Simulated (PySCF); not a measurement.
C6H16N (charge +1).
Numbering: `[CH3:1][NH2+:2][CH2:3][C:4]([CH3:5])([CH3:6])[CH3:7]` (hydrogens: H8, H9, H10 on C1; H11, H12 on N2; H13, H14 on C3; H15, H16, H17 on C5; H18, H19, H20 on C6; H21, H22, H23 on C7)

Structure used (GFN2-xTB), in Å, numbered top down from 1:
```xyz
23
C6H16N angstrom
C      2.8133    0.2949    0.7520
N      1.3691    0.0104    0.8260
C      0.6401    0.2459   -0.4476
C     -0.8646   -0.0620   -0.3248
C     -1.4860    0.2216   -1.6946
C     -1.0765   -1.5333    0.0411
C     -1.5062    0.8453    0.7279
H      3.2887    0.1048    1.7122
H      3.2779   -0.3381   -0.0017
H      2.9723    1.3369    0.4810
H      1.2164   -0.9708    1.0940
H      0.9307    0.5981    1.5473
H      1.0860   -0.3863   -1.2177
H      0.7824    1.2897   -0.7342
H     -1.3448    1.2612   -1.9780
H     -1.0423   -0.4082   -2.4609
H     -2.5526    0.0216   -1.6715
H     -2.1356   -1.7695   -0.0055
H     -0.5643   -2.1890   -0.6594
H     -0.7470   -1.7634    1.0538
H     -2.5841    0.7148    0.7109
H     -1.1770    0.6093    1.7393
H     -1.3007    1.8929    0.5204
```

Computed at PBE0/pcSseg-1 (PySCF, non-relativistic), with Q(14N) = 0.02044 b: N2, 14N (I = 1): χzz = 0.327 MHz, η = 0.408.

Find the zero-field quadrupole resonance frequencies of 14N at N2.

From ν± = (3/4)|χ|(1 ± η/3) and ν0 = |χ|η/2: ν+ 0.279 MHz, ν− 0.212 MHz, ν0 0.067 MHz (ammonium nitrogen).

In a crystal, neighbours and librations shift these lines. The structure is a single GFN2-xTB conformer in the gas phase; no vibrational or solvent corrections. GFN2-xTB bond lengths can be off by several hundredths of an ångström, more for odd bonds, and the gradients follow them. The small basis limits the accuracy of the gradients.

The run behind these numbers computed NMR shieldings as well. On an Arm Neoverse V1 with one thread, shared host, this took 35 s wall.
